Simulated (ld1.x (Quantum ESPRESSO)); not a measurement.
**Reading a pseudo-wave (Sr)**

Columns: radius, all-electron u(r) and pseudo u(r) of the 4s shell (level -40.90 eV) of strontium in the configuration [Ar] 3d10 4s2 4p6 4d0 5s2 5p0; PBE, scalar-relativistic, TM scheme, ld1.x (Quantum ESPRESSO) 7.5.

```csv
r (bohr),all-electron,pseudo
0.182,-0.1102,-0.1455
0.365,0.5106,-0.2975
0.548,0.1469,-0.4599
0.730,-0.4201,-0.6295
0.912,-0.8032,-0.7900
1.095,-0.9681,-0.9064
1.277,-0.9745,-0.9395
1.460,-0.8904,-0.8821
1.642,-0.7672,-0.7667
1.825,-0.6350,-0.6350
2.007,-0.5120,-0.5120
2.190,-0.4045,-0.4045
2.372,-0.3154,-0.3154
2.555,-0.2429,-0.2429
2.738,-0.1856,-0.1856
2.920,-0.1412,-0.1412
3.102,-0.1069,-0.1069
3.285,-0.0805,-0.0805
3.468,-0.0605,-0.0605
3.650,-0.0454,-0.0454
3.832,-0.0340,-0.0340
4.015,-0.0254,-0.0254
4.198,-0.0189,-0.0189
4.380,-0.0141,-0.0141
4.562,-0.0105,-0.0105
4.745,-0.0078,-0.0078
```

**Question.** How many radial nodes do the two functions have?

**Answer.** The all-electron 4s function has n − l − 1 = 3 (the table is too coarse to show those close to the nucleus); the pseudo-wave has 0, since the states of the same l below it are removed with the core.

**Question.** At about which radius was the pseudo-wave matched?

**Answer.** 1.85 bohr. The columns agree to 0.0005 from 1.64 bohr on; several derivatives are matched, so the curves merge somewhat inside the radius.

**Question.** Is the pseudo-wave norm-conserving?

**Answer.** Yes: the TM scheme keeps the norm inside the radius equal to the all-electron one, which fixes the energy derivative of the logarithmic derivative at the level.
